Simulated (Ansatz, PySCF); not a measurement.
Ansatz (an electronic-structure program) was given this input:
Ansatz 0.2 input:
```yaml
crystal:
  periodic: [false, false, false]
  atoms:
    - {symbol: Si, position_ang: [0.30534902, 0.30108305, 0.30322167]}
    - {symbol: Cl, position_ang: [-0.85134863, -0.87589088, 1.47732074]}
    - {symbol: Cl, position_ang: [1.47133362, -0.85554212, -0.88186222]}
    - {symbol: Cl, position_ang: [-0.87144888, 1.48348225, -0.84517049]}
basis:
  gaussian:
    orbitals: STO-3G
magnetization: {spin_polarized: true, initial_magnetization: 1}
correlation: {method: ccsd_t, electrons: outside_noble_gas}
accuracy: high
```

Question: Give the equivalent PySCF input.

Answer: Several could match; the one computed here: 
```python
from pyscf import gto, scf, cc

mol = gto.M(
    atom='''
Si    0.305349    0.301083    0.303222
Cl   -0.851349   -0.875891    1.477321
Cl    1.471334   -0.855542   -0.881862
Cl   -0.871449    1.483482   -0.845170
''',
    basis='sto-3g',
    charge=0,
    spin=1,
    verbose=4,
)

mf = scf.UHF(mol)
mf.kernel()

mycc = cc.CCSD(mf, frozen=20)
mycc.kernel()
et = mycc.ccsd_t()
print('E(CCSD(T)) = %.10f' % (mycc.e_tot + et))
```

Both were run: Ansatz gave -1649.508619 Eh and PySCF -1649.508619 Eh, 0.000 mEh apart.
